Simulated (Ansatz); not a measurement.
Wavefunction ladder for C2H5NSSi (`N[SiH]1C=C1S`)

Cartesian coordinates in Å:
```
N -0.195 -1.824 -0.692
Si 0.197 -0.174 -0.760
C -0.914 1.145 -0.312
C 0.059 0.990 0.616
S 0.378 1.753 2.126
H 0.368 -2.525 -1.142
H -0.902 -2.208 -0.089
H 1.271 -0.051 -1.770
H -1.776 1.797 -0.390
H 1.513 1.097 2.414
```

Charge 0, multiplicity 1. The geometry is a stationary point of PBE0-D4/def2-TZVP. It is one conformer, not always the lowest. Frozen core, restricted reference, Ansatz. CBS rows extrapolate triple and quadruple zeta; past MP2 they add the triple-zeta difference.

| basis | HF (Eh) | MP2 corr. |
| --- | --- | --- |
| def2-TZVPP | -819.60807 | -0.81568 |
| def2-QZVPP | -819.63475 | -0.87569 |

Task: Estimate the CCSD correlation energy and the (T) correction in each basis where they were run (hartree).

Result: 
```tsv
basis	CCSD corr.	(T)
def2-TZVPP	-0.85624	-0.04130
CBS(def2)	-0.96070	as TZ
```
